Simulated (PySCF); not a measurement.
Compound: V(OH)F3 (doublet state).
Bonds: V1–O2, V1–F4, V1–F5, V1–F6. Hydrogens: H3 on O2.

Computed with PBE0-D3(BJ)/def2-SVP geometry optimisation, gas phase in PySCF 2.14.0.

(1) How far are the bound atoms from V1?

(2) List the angles at V1.

(3) What is the shape at V1?

(4) What are the other bond lengths?

(5) What are the rotational constants (commonest isotopes, rigid rotor)?

Answers

(1) 4 atoms: F5 1.708 Å, F4 1.708 Å, F6 1.718 Å, O2 1.735 Å. The nearest atom not counted as bound is H3, at 2.38 Å.

(2) 
```csv
angle,degrees,distance of the outer atoms (Å)
F4–V1–F5,120.8,2.97
O2–V1–F6,108.9,2.81
O2–V1–F5,107.1,2.77
O2–V1–F4,106.8,2.76
F4–V1–F6,106.5,2.75
F5–V1–F6,106.3,2.74
```

(3) Distorted tetrahedral: angles from 106.3° to 120.8°; τ4 = (360° − α − β)/141° = 0.92 with α and β the two widest (0 for a square, 1 for a tetrahedron).

(4) O2–H3 0.969 Å.

(5) A = 3696, B = 3376, C = 3268 MHz: an asymmetric top.

Point group: Cs (every atom within 0.08 Å of its image). Charge 0, doublet. ⟨S²⟩ = 0.755 (exact for a doublet: 0.75). No frequency check.
